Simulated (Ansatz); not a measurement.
B2(Cl)4 (B2Cl4), 6 atoms. Hardware: 2 threads of AMD EPYC 7R13 on a shared host.

Correlated methods freeze 22 core orbitals.

Task: How many basis functions does each of these Ansatz runs have, and roughly what does it cost? HF/6-31G, charge 0 singlet, energy; ωB97X-V/def2-TZVP, charge 1 doublet at the geometry of the charge 0 singlet, energy, from earlier orbitals; r2SCAN-D4/def2-TZVP, charge 0 triplet at the geometry of the charge 0 singlet, energy, from earlier orbitals; B3LYP-D4/6-31G, charge 0 singlet, energy; PBE0-D4/def2-TZVPD, charge 0 singlet, energy, from earlier orbitals; MP2/def2-TZVP, charge 0 singlet, energy, from earlier orbitals; ωB97X-V/def2-TZVPD, charge 0 singlet, energy, from earlier orbitals; PBE-D4/def2-TZVPD, charge -1 doublet at the geometry of the charge 0 singlet, energy, from earlier orbitals; PBE-D4/def2-TZVP, charge 0 singlet, energy, from earlier orbitals; PBE0-D4/def2-SVP, charge 0 singlet, frequencies; PBE-D4/def2-TZVP, charge 0 triplet at the geometry of the charge 0 singlet, energy, from earlier orbitals; ωB97X-V/def2-TZVP, charge 0 singlet, energy, from earlier orbitals.

Result: Other jobs shared the machine, so times can vary by a factor of up to 3. A dash marks memory too small to be measured apart from the calling script's.

```csv
run,functions,fitting or Cholesky vectors,wall time,peak host memory (GiB)
"HF/6-31G, charge 0 singlet, energy",70,812,1.2 s,–
"B3LYP-D4/6-31G, charge 0 singlet, energy",70,812,2.4 s,–
"PBE-D4/def2-TZVP, charge 0 singlet, energy, from earlier orbitals",210,1362,3.4 s,–
"PBE-D4/def2-TZVP, charge 0 triplet at the geometry of the charge 0 singlet, energy, from earlier orbitals",210,1362,6 s,–
"MP2/def2-TZVP, charge 0 singlet, energy, from earlier orbitals",210,1260,7 s,–
"PBE-D4/def2-TZVPD, charge -1 doublet at the geometry of the charge 0 singlet, energy, from earlier orbitals",258,1450,9.6 s,–
"PBE0-D4/def2-TZVPD, charge 0 singlet, energy, from earlier orbitals",258,1562,12 s,0.93
"ωB97X-V/def2-TZVP, charge 0 singlet, energy, from earlier orbitals",210,1390,14 s,0.78
"r2SCAN-D4/def2-TZVP, charge 0 triplet at the geometry of the charge 0 singlet, energy, from earlier orbitals",210,1362,15 s,–
"ωB97X-V/def2-TZVPD, charge 0 singlet, energy, from earlier orbitals",258,1486,21 s,1.1
"ωB97X-V/def2-TZVP, charge 1 doublet at the geometry of the charge 0 singlet, energy, from earlier orbitals",210,1390,28 s,1.1
"PBE0-D4/def2-SVP, charge 0 singlet, frequencies",100,1013,62 s,–
```
